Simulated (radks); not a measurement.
Values are calculated unless marked as measured or tabulated.
Problem. Coulomb parameter of the 4f shell of neutral promethium in the model configuration [Xe] 4f3 5d2 6s2, as a second difference U = [E(n + 0.5) + E(n - 0.5) - 2 E(n)] / (0.5)^2 with all orbitals relaxed. "Bare": the charge of the atom changes with n. "Screened": the 5d shell takes up the change at fixed total charge, which measures U(4f,4f) + U(5d,5d) - 2 U(4f,5d). Code: a radial shooting solver on a logarithmic mesh with Libxc functionals. Model: scalar-relativistic Kohn-Sham, r2SCAN, spin-unpolarised, spherical densities, finite nucleus; meta-GGA in the generalised Kohn-Sham scheme; Fermi nuclear charge, rms radius 4.962 fm. Estimate both.

Solution. U(bare) = 14.398 eV, U(screened by 5d) = 5.568 eV, against the Slater integral F0(4f,4f) = 28.221 eV with frozen orbitals. The step up makes a negative ion, whose loosely bound charge lowers the bare value.
